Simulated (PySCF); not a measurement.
Gas-phase reaction: InH2Cl + 2 HCl + NH3 ⇌ InCl3.NH3 + 4 H

Method: PySCF energies plus ideal-gas RRHO corrections (1 bar). † marks an energy on the PBE0/def2-TZVP geometry and frequencies; other levels use their own. CCSD(T) freezes the core. Open shells (unrestricted): H (multiplicity 2); the rest are closed-shell singlets. B3LYP is the form with VWN-RPA correlation. In: scalar-relativistic def2 core potential, no spin-orbit coupling. Adducts (InCl3.NH3) have no counterpoise correction, and HF, PBE, BLYP, B3LYP and PBE0 lack dispersion. InH2Cl, InCl3.NH3: computed as isolated molecules; such fragments, hydroxides, amides, oligomers or adducts are transient or little studied in the gas. CCSD(T) isn't extrapolated to the basis-set limit. The harmonic model lacks anharmonicity and excited electronic states, which grow with temperature; levels with a mode under 35 cm⁻¹ are left out. Soft modes under 120 cm⁻¹ make the harmonic entropy rough for InCl3.NH3.

| level | ΔE electronic, kJ | ΔH°(298 K), kJ | ΔS°(298 K), J/K | ΔG°(1600 K), kJ |
|---|---|---|---|---|
| B3LYP/def2-TZVP† | 641 | 602 | 25 | 492 |
| CCSD(T)/def2-SVP† | 547 | 508 | 25 | 398 |
| HF/def2-TZVP† | 404 | 365 | 25 | 255 |
| M06-2X/def2-TZVP† | 556 | 517 | 25 | 407 |
| PBE/def2-SVP | 549 | 512 | 25 | 402 |
| PBE/def2-TZVP† | 593 | 554 | 25 | 444 |
| PBE0/def2-QZVP† | 594 | 555 | 25 | 445 |
| PBE0/def2-SVP† | 546 | 507 | 25 | 397 |
| ωB97M-V/def2-TZVP† | 599 | 560 | 25 | 450 |
| ωB97X-V/def2-TZVP† | 591 | 552 | 25 | 442 |
ΔH° is lowest at HF/def2-TZVP† and highest at B3LYP/def2-TZVP†. No reference value is set beside these.
